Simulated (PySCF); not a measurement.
Question: Write a Z-matrix for `CC(C)CCS(=O)(=O)O` as optimised with PBE0-D3(BJ)/def2-SVP.

Answer: 
Z-matrix in Å and degrees, rows numbered from 1:
```
C 
C   1  1.5239
C   2  1.5238  1  111.54
C   2  1.5318  1  112.62  3   123.59
C   4  1.5210  2  116.52  1    55.20
S   5  1.7840  4  111.59  2    58.15
O   6  1.4467  5  108.46  4    51.48
O   6  1.4571  5  110.88  4   -83.85
O   6  1.6296  5  100.02  4   164.59
H   1  1.0997  2  111.64  3   171.58
H   1  1.1035  2  111.19  3   -66.70
H   1  1.1005  2  110.59  3    52.71
H   2  1.1045  1  107.70  3  -117.87
H   3  1.1005  2  111.05  1   -58.37
H   3  1.1030  2  111.06  1    61.33
H   3  1.1011  2  111.47  1  -178.53
H   4  1.1015  2  109.20  1   177.96
H   4  1.1044  2  109.22  1   -65.90
H   5  1.0993  4  113.87  2   -61.52
H   5  1.0995  4  111.52  2   175.03
H   9  0.9697  6  106.27  5   120.64
```

Of the pairs four or more bonds apart, S6···H13 is among the closest relative to their van der Waals radii: 2.82 Å, 94 % of the sum of Bondi's values. The 3 O–S bonds span 1.447 Å (S6=O7, drawn double) to 1.630 Å (S6–O9, drawn single), a spread of 0.183 Å. O9 (hydroxyl oxygen) is bent (angle 106.3°). S6 (sulfonyl sulfur) is distorted tetrahedral (angles from 100.0° to 121.2°).

Method: PySCF, PBE0-D3(BJ)/def2-SVP geometry optimisation, gas phase.

Point group: C1 (no symmetry element, even within 0.4 Å). Stationary, but not proved a minimum. The numbers are those of one conformer (C1–C2–C4–C5 55°, C2–C4–C5–S6 58°, C4–C5–S6–O7 51°, C5–S6–O9–H 121°).
